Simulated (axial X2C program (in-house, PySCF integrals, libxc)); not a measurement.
## GaF⁺: cheaper levels and CCSD(T), two-component

All values were computed with an axial X2C code built on PySCF integrals. Two-component (2c) means X2C with spin–orbit coupling and atomic mean-field two-electron Coulomb and Gaunt terms. Basis: Ga dyall-cv3z [9s9p7d4f1g], F dyall-av3z [7s6p3d2f] (cores contracted in-house); Gaussian nuclei, density fitting, unrestricted open shells. Masses: Ga 68.926 u, F 18.998 u.

State: Ω = 1/2 (⟨Sz⟩ = 0.50, ⟨Lz⟩ = 0.00 at HF); fragments Ga+ + F.

```
level  Re (Å)  ωe (cm⁻¹)  De (eV)
 PBE0   1.700      707.2     1.44
   HF   1.669      815.5    0.381
 CCSD   1.696      756.0     1.43
 BLYP   1.748      614.7     1.42
```

Correlated methods: 9 electrons correlated (number of frozen shells: Ga 3 s, 2 p, 1 d; F 1 s), 259 virtual spin orbitals or spinors in MP2, 90 natural virtuals in coupled cluster.

CCSD(T), same Hamiltonian and basis:

Re = 1.702 Å, ωe = 746.5 cm⁻¹, De = 1.60 eV; T1 = 0.019 (Lee–Taylor normalisation).

Problem. Give the differences from CCSD(T) in the columns below.

Solution. 

```json
{"level": "PBE0", "ΔRe (Å)": "-0.002", "Δωe (cm⁻¹)": "-39", "ΔDe (eV)": "-0.16"}
{"level": "HF", "ΔRe (Å)": "-0.033", "Δωe (cm⁻¹)": "69", "ΔDe (eV)": "-1.22"}
{"level": "CCSD", "ΔRe (Å)": "-0.006", "Δωe (cm⁻¹)": "10", "ΔDe (eV)": "-0.17"}
{"level": "BLYP", "ΔRe (Å)": "0.046", "Δωe (cm⁻¹)": "-132", "ΔDe (eV)": "-0.18"}
```

The state is one determinant whose occupation by symmetry is held fixed; it was picked as the lowest of a PBE0 search that is not exhaustive. Dissociation energies refer to the lowest single-determinant-based atoms at the same level and basis. Density functionals use the spin component along the axis (collinear). CCSD and (T) use frozen natural virtuals with an MP2 correction for the truncation; (T) itself is uncorrected, so its De runs slightly low. In 2c an atomic determinant is not the ground J level, so De misses part of the atomic spin–orbit lowering. This holds for PBE0, BLYP. Without a current term, density functionals place determinants with orbital angular momentum somewhat too high. The stretched end of a curve changes character and is left out. With the outer-core shells frozen, correlated bond lengths of heavy atoms tend to come out a few hundredths of an ångström too long.
